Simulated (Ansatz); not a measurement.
Geometry optimisation, RHF/def2-TZVP in Ansatz.

Input:

```yaml
crystal:
  periodic: [false, false, false]
  atoms:
    - { symbol: Sn, position_ang: [-1.078975, -0.678637, -0.278723] }
    - { symbol: H, position_ang: [0.451947, -1.071973, 0.348751] }
    - { symbol: H, position_ang: [-1.445591, -1.775999, -1.53459] }
    - { symbol: H, position_ang: [-2.228861, -0.874281, 0.970904] }
    - { symbol: H, position_ang: [-1.172106, 0.909235, -0.870882] }
    - { symbol: H, position_ang: [1.947212, 0.148343, 0.367454] }
    - { symbol: S, position_ang: [2.027904, 1.42027, -0.056173] }
    - { symbol: H, position_ang: [1.49847, 1.923043, 1.053359] }
basis:
  gaussian: { orbitals: def2-TZVP }
hamiltonian:
  xc: hf
relax:
  f_tol: 0.03
  max_steps: 50
```

Run as:

```bash
$ ansatz run input.yaml --threads 2 --pin off --max-ram 3072MiB --backend cpu --events-out ev --progress --plain --runs-dir out
```

Where does it end, and by what steps?

The run converged. The force dipped under the threshold on the way, but the program's further checks kept it going. After 18 steps the energy has fallen by 0.267 eV; S7 moved furthest, 1.20 Å.

| step | energy less start (eV) | largest force component (eV/Å) | accepted |
| --- | --- | --- | --- |
| 0 | 0.0000 | 0.664 | yes |
| 1 | -0.1375 | 0.486 | yes |
| 2 | -0.1913 | 0.389 | yes |
| 3 | -0.2381 | 0.296 | yes |
| 4 | -0.2577 | 0.134 | yes |
| 5 | -0.2629 | 0.027 | yes |
| 6 | -0.2235 | 1.336 | no |
| 7 | -0.2641 | 0.037 | yes |
| 8 | -0.2652 | 0.080 | yes |
| 9 | -0.2658 | 0.077 | yes |
| 10 | -0.2663 | 0.041 | yes |
| 11 | -0.2666 | 0.025 | yes |
| 12 | -0.2659 | 0.139 | no |
| 13 | -0.2669 | 0.025 | yes |
| 14 | -0.2647 | 0.157 | no |
| 15 | -0.2671 | 0.046 | yes |
| 16 | -0.2667 | 0.102 | no |
| 17 | -0.2673 | 0.035 | yes |
| 18 | -0.2674 | 0.030 | yes |

```xyz
8
Properties=species:S:1:pos:R:3
Sn -1.641 -1.012 -0.364
H -0.093 -1.297 0.296
H -1.888 -2.045 -1.698
H -2.828 -1.321 0.822
H -1.754 0.612 -0.868
H 2.945 0.692 0.585
S 3.082 1.952 0.186
H 2.177 2.420 1.040
```

Whether the end is a true minimum wasn't checked by a vibrational analysis.

Run time: 30 s on 2 threads of Arm Neoverse V1, with other jobs on the host, peak memory 0.23 GiB.
